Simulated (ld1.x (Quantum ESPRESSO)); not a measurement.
**u(r) = r·R(r): atom against pseudo-atom (Pt (Z = 78))**

Columns: radius, all-electron u(r) and pseudo u(r) of the 6s shell (level -6.76 eV) of platinum in the configuration [Kr] 4d10 4f14 5s2 5p6 5d9 6s0.5 6p0.5; LDA (PZ), scalar-relativistic, RRKJ scheme, ld1.x (Quantum ESPRESSO) 7.5.

| r (bohr) | all-electron | pseudo |
| --- | --- | --- |
| 0.118 | 0.1209 | -0.0813 |
| 0.235 | -0.0734 | -0.1489 |
| 0.353 | -0.1894 | -0.1941 |
| 0.470 | -0.0100 | -0.2124 |
| 0.588 | 0.1970 | -0.2069 |
| 0.705 | 0.3015 | -0.1865 |
| 0.822 | 0.2977 | -0.1634 |
| 0.940 | 0.2168 | -0.1501 |
| 1.058 | 0.0948 | -0.1567 |
| 1.175 | -0.0399 | -0.1877 |
| 1.292 | -0.1712 | -0.2418 |
| 1.410 | -0.2907 | -0.3138 |
| 1.528 | -0.3929 | -0.3936 |
| 1.645 | -0.4759 | -0.4707 |
| 1.763 | -0.5420 | -0.5382 |
| 1.880 | -0.5913 | -0.5905 |
| 1.998 | -0.6268 | -0.6274 |
| 2.115 | -0.6497 | -0.6502 |
| 2.232 | -0.6624 | -0.6625 |
| 2.350 | -0.6665 | -0.6665 |
| 2.468 | -0.6635 | -0.6635 |
| 2.585 | -0.6548 | -0.6548 |
| 2.702 | -0.6417 | -0.6417 |
| 2.820 | -0.6248 | -0.6248 |
| 2.938 | -0.6052 | -0.6052 |
| 3.055 | -0.5838 | -0.5838 |

(1) How many radial nodes do the two functions have?

(2) At about which radius was the pseudo-wave matched?

(3) Where does each function peak?

(4) Is the pseudo-wave norm-conserving?

Answers

(1) The all-electron 6s function has n − l − 1 = 5 (the table is too coarse to show those close to the nucleus); the pseudo-wave has 0, since the states of the same l below it are removed with the core.

(2) 2.35 bohr. The columns agree to 0.0005 from 2.12 bohr on; several derivatives are matched, so the curves merge somewhat inside the radius.

(3) Outermost all-electron maximum near 2.35 bohr, pseudo maximum near 2.35 bohr (to the table’s step).

(4) Yes: the RRKJ scheme keeps the norm inside the radius equal to the all-electron one, which fixes the energy derivative of the logarithmic derivative at the level.
